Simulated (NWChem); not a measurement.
System: C₂H₃BF₂O; SMILES FB(O)C(=C)F

NWChem input:

```
start job
memory heap 200 mb stack 900 mb global 1100 mb
geometry units angstroms noautoz
  C     -1.277572    -1.438659     0.000000
  C     -0.144601    -0.739106     0.000000
  F      1.057392    -1.405245     0.000000
  B      0.032537     0.815826     0.000000
  O      1.262066     1.376535     0.000000
  F     -1.040306     1.605113     0.000000
  H     -1.287760    -2.524361     0.000000
  H     -2.225496    -0.912376     0.000000
  H      1.944022     0.686148     0.000000
end
basis spherical
  * library def2-tzvp
end
dft
  xc becke88 lyp
  iterations 150
  semidirect filesize 400000000
  mulliken
end
task dft energy
```

NWChem printed, in part:

```
             Northwest Computational Chemistry Package (NWChem) 7.3.0
             --------------------------------------------------------

 CS  symmetry detected

                             Geometry "geometry" -> ""
                             -------------------------

 Output coordinates in angstroms (scale by  1.889725989 to convert to a.u.)

  No.       Tag          Charge          X              Y              Z
 ---- ---------------- ---------- -------------- -------------- --------------
    1 C                    6.0000    -1.32866389    -1.42181236     0.00000000
    2 C                    6.0000    -0.17472279    -0.75741970     0.00000000
    3 F                    9.0000     1.00622371    -1.46019542     0.00000000
    4 B                    5.0000     0.05013308     0.79133181     0.00000000
    5 O                    8.0000     1.29631822     1.31397772     0.00000000
    6 F                    9.0000    -0.99793866     1.61322701     0.00000000
    7 H                    1.0000    -1.37222364    -2.50668801     0.00000000
    8 H                    1.0000    -2.25996092    -0.86663711     0.00000000
    9 H                    1.0000     1.95672807     0.60295239     0.00000000

 Effective nuclear repulsion energy (a.u.)     216.6548446139

      Symmetry information
      --------------------

 Group name             Cs
 Group number              2
 Group order               2
 No. of unique centers     9

                                 NWChem DFT Module
                                 -----------------

 Summary of "ao basis" -> "ao basis" (spherical)
 ------------------------------------------------------------------------------
       Tag                 Description            Shells   Functions and Types
 ---------------- ------------------------------  ------  ---------------------
 C                         def2-tzvp                11       31   5s3p2d1f
 F                         def2-tzvp                11       31   5s3p2d1f
 B                         def2-tzvp                11       31   5s3p2d1f
 O                         def2-tzvp                11       31   5s3p2d1f
 H                         def2-tzvp                 4        6   3s1p

      Symmetry analysis of basis
      --------------------------

        a'        141
        a"         63

            General Information
            -------------------
          SCF calculation type: DFT
          Wavefunction type:  closed shell.
          No. of atoms     :     9
          No. of electrons :    46
           Alpha electrons :    23
            Beta electrons :    23
          Charge           :     0
          Spin multiplicity:     1
          Use of symmetry is: on ; symmetry adaption is: on
          Maximum number of iterations: 150
          AO basis - number of functions:   204
                     number of shells:    78
          Convergence on energy requested:  1.00D-06
          Convergence on density requested:  1.00D-05
          Convergence on gradient requested:  5.00D-04

              XC Information
              --------------
                    Becke 1988 Exchange Functional  1.000
              Lee-Yang-Parr Correlation Functional  1.000

             Grid Information
             ----------------
          Grid used for XC integration:  medium
          Radial quadrature: Mura-Knowles
          Angular quadrature: Lebedev.
          Tag              B.-S. Rad. Rad. Pts. Rad. Cut. Ang. Pts.
          ---              ---------- --------- --------- ---------
          C                   0.70       49          11.0       434
          F                   0.50       49          11.0       434
          B                   0.85       49          11.0       434
          O                   0.60       49          12.0       434
          H                   0.35       45          12.0       434
          Grid pruning is: on
          Number of quadrature shells:   429
          Spatial weights used:  Erf1

      Superposition of Atomic Density Guess
      -------------------------------------

 Sum of atomic energies:        -374.99726084

      Non-variational initial energy
      ------------------------------

 Total energy =    -377.322746
 1-e energy   =    -946.523067
 2-e energy   =     352.545476
 HOMO         =      -0.319931
 LUMO         =      -0.024742

      Symmetry analysis of molecular orbitals - initial
      -------------------------------------------------

  Numbering of irreducible representations:

     1 a'          2 a"

  Orbital symmetries:

     1 a'          2 a'          3 a'          4 a'          5 a'
     6 a'          7 a'          8 a'          9 a'         10 a'
    11 a'         12 a'         13 a'         14 a'         15 a"
    16 a"         17 a'         18 a'         19 a'         20 a"
    21 a'         22 a'         23 a"         24 a"         25 a'
    26 a'         27 a'         28 a"         29 a'         30 a'
    31 a'         32 a"         33 a'

------------------------------------------------------------
EAF file 0: "./job.aoints.0" size=429391872 bytes
------------------------------------------------------------
               write      read    awrite     aread      wait
               -----      ----    ------     -----      ----
     calls:      819         0         0         0         0
   data(b): 4.29e+08  0.00e+00  0.00e+00  0.00e+00
   time(s): 0.00e+00  0.00e+00  0.00e+00  0.00e+00  0.00e+00
rate(mb/s): 0.00e+00  0.00e+00
------------------------------------------------------------

     ---------------------------------------------
      Total Density - Mulliken Population Analysis
     ---------------------------------------------

    Atom       Charge   Shell Charges
 -----------   ------   -------------------------------------------------------
    1 C    6     6.43   0.86  1.12  0.58  0.66  0.12  1.25  1.31  0.49  0.01  0.02  0.01
    2 C    6     5.65   0.86  1.12  0.55  0.64  0.10  1.02  1.07  0.17  0.03  0.09  0.01
    3 F    9     9.37   0.77  1.20  0.61  1.00  0.32  2.31  2.30  0.84  0.00  0.01  0.00
    4 B    5     4.22   0.92  1.06  0.51  0.36  0.04  0.69  0.34  0.05  0.10  0.10  0.04
    5 O    8     8.71   0.79  1.18  0.59  0.93  0.25  2.01  2.15  0.79  0.00  0.01  0.00
    6 F    9     9.43   0.77  1.20  0.61  0.99  0.32  2.36  2.32  0.84  0.00  0.01  0.00
    7 H    1     0.83   0.24  0.44  0.13  0.02
    8 H    1     0.81   0.23  0.44  0.12  0.02
    9 H    1     0.54   0.19  0.25  0.06  0.04

   convergence    iter        energy       DeltaE   RMS-Dens  Diis-err
 ---------------- ----- ----------------- --------- --------- ---------
 d= 0,ls=0.0,diis     1   -377.8162924889 -5.94D+02  7.09D-03  1.86D+00
 d= 0,ls=0.0,diis     2   -377.5686460614  2.48D-01  4.52D-03  4.57D+00
 d= 0,ls=0.0,diis     3   -377.9524138244 -3.84D-01  1.11D-03  2.44D-01
 d= 0,ls=0.0,diis     4   -377.9692088179 -1.68D-02  5.92D-04  3.83D-02
 d= 0,ls=0.0,diis     5   -377.9725971425 -3.39D-03  2.63D-04  9.71D-03
  Resetting Diis
 d= 0,ls=0.0,diis     6   -377.9735498186 -9.53D-04  8.33D-05  7.63D-04
 d= 0,ls=0.0,diis     7   -377.9736247633 -7.49D-05  6.50D-05  9.35D-05
 d= 0,ls=0.0,diis     8   -377.9735788175  4.59D-05  4.95D-05  5.46D-04
 d= 0,ls=0.0,diis     9   -377.9736329785 -5.42D-05  8.36D-06  6.18D-06
 d= 0,ls=0.0,diis    10   -377.9736336215 -6.43D-07  2.15D-06  9.46D-07

         Total DFT energy =     -377.973633621471
      One electron energy =     -950.402844499741
           Coulomb energy =      401.334377408257
    Exchange-Corr. energy =      -45.560011143932
 Nuclear repulsion energy =      216.654844613945

 Numeric. integr. density =       45.999997611557

                  Occupations of the irreducible representations
                  ----------------------------------------------

                     irrep           alpha         beta
                     --------     --------     --------
                     a'               19.0         19.0
                     a"                4.0          4.0

                       DFT Final Molecular Orbital Analysis
                       ------------------------------------

 Vector   21  Occ=2.000000D+00  E=-3.211114D-01  Symmetry=a"
              MO Center=  8.8D-01,  1.2D+00, -3.8D-15, r^2= 1.5D+00
   Bfn.  Coefficient  Atom+Function         Bfn.  Coefficient  Atom+Function
  ----- ------------  ---------------      ----- ------------  ---------------
   132      0.422038  5 O  pz               135      0.339562  5 O  pz
   138      0.250679  5 O  pz               163     -0.211762  6 F  pz
   166     -0.164889  6 F  pz               169     -0.117757  6 F  pz
   101      0.104043  4 B  pz                70     -0.074308  3 F  pz
   104      0.063369  4 B  pz                73     -0.059107  3 F  pz

 Vector   22  Occ=2.000000D+00  E=-3.013148D-01  Symmetry=a'
              MO Center=  1.8D-01, -4.1D-02,  4.5D-15, r^2= 3.1D+00
   Bfn.  Coefficient  Atom+Function         Bfn.  Coefficient  Atom+Function
  ----- ------------  ---------------      ----- ------------  ---------------
    38      0.240062  2 C  py                69     -0.239854  3 F  py
   162      0.192737  6 F  py                72     -0.188368  3 F  py
   100     -0.187282  4 B  py               131      0.185693  5 O  py
    36      0.154342  2 C  s                 75     -0.150878  3 F  py
   165      0.146979  6 F  py               134      0.143772  5 O  py

[...]
```

Level: BLYP/def2-TZVP. Coordinates come from a B3LYP/6-31G* (spherical d) optimisation.
